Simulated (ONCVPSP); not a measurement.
Varying the ONCV potential for iodine

Base potential:

```json
{
 "Element": "iodine (I)",
 "Generator": "ONCVPSP 4.0.1",
 "Type": "optimised norm-conserving Vanderbilt (ONCV)",
 "Functional": "PBE",
 "Relativity": "scalar-relativistic",
 "Frozen core": "[Ar] 3d10",
 "Valence charge": "25",
 "Reference configuration": "4s2 4p6 4d10 5s1.5 5p5.5",
 "Partial waves": "4s+5s: rc 1.25 bohr, ncon 5, nbas 8, qcut 7.5 1/bohr, 2 projectors; 4p+5p: rc 1.50 bohr, ncon 4, nbas 9, qcut 7.8 1/bohr, 2 projectors; 4d: rc 0.90 bohr, ncon 3, nbas 6, qcut 11.8 1/bohr, 2 projectors, debl 2.3 Ha",
 "Local potential": "polynomial inside 0.70 bohr (lpopt 2, dvloc0 1 Ha)",
 "Core correction": "Teter function, fcfact 5.75, rcfact 1.6"
}
```

All-electron outer shells of the reference configuration (PBE, scalar-relativistic, ld1.x):

```tsv
shell	level (eV)	outermost node (bohr)	outermost maximum (bohr)
3p	-860.06	0.13	0.28
3d	-606.67	–	0.23
4s	-181.29	0.37	0.68
4p	-128.26	0.37	0.72
4d	-50.94	0.35	0.78
5s	-17.77	0.88	1.70
5p	-7.36	0.96	2.02
```

Cutoffs, loose and tight: the cutoffs (Ha) at which the residual kinetic energy of the hardest occupied pseudo-wave falls to 1 and 0.1 mHa per electron. They do not see the model core or the augmentation charge, which bear on the density cutoff. Test errors are all-electron minus pseudo excitation energies from the reference, over the configurations 4s2 4p6 4d10 5s2 5p5; 4s2 4p6 4d10 5s2 5p4; 4s2 4p6 4d10 5s2 5p3; 4s2 4p6 4d10 5s2 5p2. A dash means not determined; rows that change the core or the reference have their own tests.

A true bound ghost makes a file unfit for plane-wave use even where its test errors are small: the radial tests pick states by their node count and pass the ghost by.

| change | outcome | cutoff, loose | cutoff, tight | bound ghosts | GHOST(+) flags above zero | largest test error (meV) |
| --- | --- | --- | --- | --- | --- | --- |
| base | generated | 92 Ha | 118 Ha | none | none | -16 |
| p: nproj 4 | generated | 92 Ha | 118 Ha | p | none | -16 |
| core correction Teter function, fcfact 7.5, rcfact 1.6 | generated | 92 Ha | 118 Ha | none | none | -16 |
| s: ncon 3, nbas 6 | generated | 57 Ha | 74 Ha | none | s | -16 |
| local potential polynomial inside 0.65 bohr (lpopt 5, dvloc0 4 Ha) | generated | 92 Ha | 118 Ha | none | s | -16 |
| d: nbas 8 | generated | 92 Ha | 118 Ha | none | none | -16 |
| d: rc 1.26 | generated | 92 Ha | 118 Ha | none | none | -16 |
| p: qcut 10.5 | generated | 92 Ha | 118 Ha | none | none | -16 |

Q: What comes out with this change to the base: s: rc 1.34?

A: outcome: generated; cutoff, loose: 57 Ha; cutoff, tight: 103 Ha; bound ghosts: none; GHOST(+) flags above zero: s; largest test error (meV): -16.

Q: What comes out with this change to the base: s: qcut 6.5; p: qcut 6.8; d: qcut 10.3?

A: outcome: generated; cutoff, loose: 99 Ha; cutoff, tight: 142 Ha; bound ghosts: none; GHOST(+) flags above zero: p; largest test error (meV): -29.

Q: What comes out with this change to the base: core [Kr] 4d10, valence charge 7; reference 5s2 5p5; waves now 5s: rc 1.30 bohr, ncon 3, nbas 8, qcut 5.2 1/bohr, 2 projectors, debl 0.9 Ha; 5p: rc 1.70 bohr, ncon 3, nbas 6, qcut 5.9 1/bohr, 3 projectors, debl 1.9 Ha; local potential polynomial inside 1.05 bohr (lpopt 5, dvloc0 0 Ha)?

A: outcome: failed: ERROR pspot: first pseudo wave function has node, program will stop. Cause: the optimised pseudo-wave of the first projector has a node, so the radial equation cannot be inverted for a potential.
